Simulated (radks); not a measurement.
Ba IV, 53 electrons, occupied as [Kr] 4d10 5s2 5p4 6f1 (not the ground configuration). All-electron calculation, scalar-relativistic Kohn-Sham, SCAN, spin-polarised, spherical densities, finite nucleus; open shells are filled with parallel spins first (spin-orbit coupling, left out, can overturn this in heavy ions); meta-GGA in the generalised Kohn-Sham scheme; Fermi nuclear charge, rms radius 4.8378 fm. Program: a radial shooting solver on a logarithmic mesh with Libxc functionals.

Unscreened Slater integrals over Kohn-Sham orbitals (hartree). They are taken over the spin-up orbitals.

integral       value
F0(6f,6f)    0.11228
F2(6f,6f)   0.056732
F4(6f,6f)   0.039390
F6(6f,6f)   0.030309
F0(6f,5p)    0.15957
F2(6f,5p)   0.028437
G2(6f,5p)  0.0090599
G4(6f,5p)  0.0069503
F0(6f,5s)    0.16144
G3(6f,5s)  0.0049389
F0(6f,4d)    0.17296
F2(6f,4d)   0.020111
F4(6f,4d)   0.010352
G1(6f,4d)   0.016012
G3(6f,4d)   0.010856
G5(6f,4d)  0.0078910
F0(5p,5p)    0.50548
F2(5p,5p)    0.27616
F0(5p,5s)    0.53288
G1(5p,5s)    0.36206
F0(5p,4d)    0.62446
F2(5p,4d)    0.18698
G1(5p,4d)   0.056018
G3(5p,4d)   0.054166
F0(5s,5s)    0.56720
F0(5s,4d)    0.68829
G2(5s,4d)   0.080973
F0(4d,4d)     1.1277
F2(4d,4d)    0.57419
F4(4d,4d)    0.38339

Derived for the open shells (J is the average intra-shell exchange parameter used in DFT+U). 5p: J = F2/5 = 0.05523 hartree. 6f: F4/F2 = 0.694, F6/F2 = 0.534, J = (286 F2 + 195 F4 + 250 F6)/6435 = 0.004893 hartree.
